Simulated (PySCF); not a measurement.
SiEt(NMe2)3, C8H23N3Si.
Geometry (PBE0-D3(BJ)/def2-SVP, Å), atoms numbered from 1 in this order:
```xyz
35
C8H23N3Si angstrom
Si    -0.159    0.093    0.196
C     -0.108    0.089    2.086
C      1.088   -0.661    2.672
H     -1.055   -0.305    2.494
H     -0.066    1.147    2.399
H      1.108   -0.609    3.773
H      1.083   -1.729    2.399
H      2.038   -0.247    2.303
N      1.443    0.128   -0.492
C      2.313    1.253   -0.281
C      2.092   -1.028   -1.047
H      3.150    1.020    0.410
H      1.752    2.098    0.147
H      2.768    1.606   -1.228
H      1.369   -1.846   -1.174
H      2.532   -0.811   -2.041
H      2.915   -1.402   -0.405
N     -0.930    1.553   -0.352
C     -2.099    2.070    0.308
C     -0.646    2.187   -1.611
H     -2.008    3.156    0.508
H     -2.258    1.571    1.276
H     -3.022    1.927   -0.290
H      0.232    1.721   -2.079
H     -1.493    2.109   -2.325
H     -0.434    3.268   -1.487
N     -0.994   -1.332   -0.353
C     -1.090   -2.567    0.375
C     -1.468   -1.412   -1.710
H     -2.123   -2.964    0.355
H     -0.816   -2.426    1.430
H     -0.432   -3.364   -0.033
H     -1.462   -0.417   -2.179
H     -0.856   -2.086   -2.345
H     -2.509   -1.788   -1.748
```

Computed at PBE0/pcSseg-1 (PySCF, non-relativistic), with Q(14N) = 0.02044 b: N9, 14N (I = 1): χzz = -5.476 MHz, η = 0.395.

**Question.** Find the zero-field quadrupole resonance frequencies of 14N at N9.

**Answer.** From ν± = (3/4)|χ|(1 ± η/3) and ν0 = |χ|η/2: ν+ 4.647 MHz, ν− 3.566 MHz, ν0 1.080 MHz (nitrogen bonded to 2 C and Si).

In a crystal, neighbours and librations shift these lines. One conformer (not necessarily the lowest) at the PBE0-D3(BJ)/def2-SVP geometry, without solvent, vibrations or thermal averaging. A larger basis could move these couplings by a tenth or more.
